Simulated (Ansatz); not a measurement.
Isomers of CdCl$_{4}$ (singlet), relaxed with PBE0-D4/def2-SVP; total energies from Ansatz at RPA@PBE/def2-TZVP.

```csv
isomer,description,energy (Eh)
A,point group Cs; 2 × Cd–Cl 2.28 to 2.31 Å; 1 × Cl–Cl 2.06 Å,-2006.78031
B,point group C2v; 2 × Cd–Cl 2.28 Å; 1 × Cl–Cl 2.03 Å,-2006.78407
C,point group D∞h; 2 × Cd–Cl 2.56 Å; 2 × Cl–Cl 2.20 Å,-2006.66884
```

In the def2 sets Cd takes a core potential; there is no spin–orbit coupling. Correlated methods freeze 20 core orbitals; core or outer-core shells of Cd are correlated, in sets that lack core-valence functions.

The isomers come from a short search, and lower ones may exist.

Problem. Work out the relative energies (1 Eh = 2625.5 kJ/mol) and the Boltzmann populations at 800 K from electronic energies alone (R = 8.314 J/mol/K).

Solution. ΔE: A 9.9, B 0.0, C 302.5 kJ/mol. RT = 6.65 kJ/mol. Factors exp(−ΔE/RT): A 0.226, B 1, C 1.76e-20; sum 1.226. Populations: A 18.4 %, B 81.6 %, C 0.0 %. Zero-point energy, vibrational entropy and symmetry numbers are left out and can shift these; an error of 4 kJ/mol changes a ratio by a factor of 1.8. Over the other density-functional and correlated levels in def2 sets, the gap between B and A ranges from -15 to 6 kJ/mol.
